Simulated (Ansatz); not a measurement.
Compare A (`O[Si@@H]1O[C@@H]1Cl`) with its isomer B (`ClC1O[SiH2]O1`).

Gas-phase electronic energies from Ansatz, PBE0-D4/def2-TZVP geometries. CBS: MP2 limit from def2 TZ/QZ plus the TZ coupled-cluster correction, frozen cores. Functionals use def2-TZVPP. B3LYP here is the variant with VWN-RPA as its local correlation; programs differ in this. Each species was taken in one conformer, which may not be the lowest.

A:

Z-matrix (Å, degrees):
```
Si
O 1 1.659
C 1 1.802 2 49.4
O 1 1.619 2 120.5 3 -107.9
H 1 1.467 2 117.9 3 116.5
Cl 3 1.775 1 118.7 2 -101.9
H 3 1.085 1 130.6 2 96.4
H 4 0.962 1 117.0 2 44.5
```

B:

```xyz
8

Cl   -0.585   -1.786   -1.603
C    -0.802   -0.534   -0.347
O    -0.001   -0.787    0.777
Si    0.784    0.661    0.474
O    -0.328    0.715   -0.777
H    -1.867   -0.522   -0.111
H     0.596    1.695    1.513
H     2.204    0.559    0.075
```

Task: Which is lower in electronic energy at CCSD(T)/CBS, and by how much? (Estimate.)

Result: Computed: B, by 13.8 kJ/mol.

Task: Give E(B) − E(A) in kJ/mol with PBE-D4, PBE0-D4, CCSD(T)/def2-SVP, ωB97M-V, B3LYP, BLYP-D4, LDA (SPW92). (Best estimate.)

Result: Computed: PBE-D4 -7.2, PBE0-D4 -16.7, CCSD(T)/def2-SVP -38.5, ωB97M-V -16.9, B3LYP -13.3, BLYP-D4 -6.3, LDA (SPW92) -12.7. None reverses the order clearly.

Task: Does the order hold for the free energy at 298.15 K (harmonic terms from PBE0-D4)? (An estimate is asked.)

Result: Computed: Yes: G(B) − G(A) = -13.2 kJ/mol, for one conformer each.

Largest T1 diagnostic: 0.013.

From r2SCAN to r2SCAN0 (25 % exact exchange), in def2-TZVPP and without D4, E(B) − E(A) moves by −6.5 kJ/mol. At CCSD(T), def2-SVP lies −24.7 kJ/mol from the extrapolated value and def2-TZVPP −6.4 kJ/mol.
